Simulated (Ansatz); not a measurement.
Spin states of Cl2Zr (SMILES [Cl][Zr][Cl]), each relaxed with B3LYP-D3(BJ)/def2-TZVP.
State 1 (charge 0, multiplicity 3):
| atom | x (Å) | y (Å) | z (Å) |
|---|---|---|---|
| Zr | 0.4421 | 0.0339 | -0.0802 |
| Cl | -0.4968 | 1.6382 | -1.5461 |
| Cl | 0.0216 | -1.6246 | 1.5559 |
State 2 (charge 0, multiplicity 1):
```xyz
3

Zr     0.6398     0.0417    -0.1049
Cl    -0.5759     1.5118    -1.4173
Cl    -0.0970    -1.5060     1.4519
```

Singlets are restricted, other states unrestricted; no spin–orbit coupling, no relativity up to Kr; see below for the cores. The largest T1 diagnostic is 0.021.

Correlated levels freeze the inner cores; with def2 sets outer-core shells near the valence are correlated too.

Programs: Ansatz (Gaussian basis) for Hartree–Fock, density functionals and correlated methods. Each number belongs to the level named beside it. In def2 rows elements past Kr take small-core potentials, without spin–orbit coupling.

Estimate the energy of the multiplicity-1 state less that of the multiplicity-3 state that CCSD(T)/def2-SVP returns for this input.

0.20 eV

Estimate the energy of the multiplicity-1 state less that of the multiplicity-3 state that CAM-B3LYP/def2-TZVPP returns for this input.

0.58 eV

Predict the energy of the multiplicity-1 state less that of the multiplicity-3 state from PBE/def2-TZVPP.

0.53 eV

Doubts at one or more of the structures used: a restricted determinant that unrestricted orbitals would lower (CCSD(T)/def2-SVP).

Ansatz is a quantum-chemistry and plane-wave program.
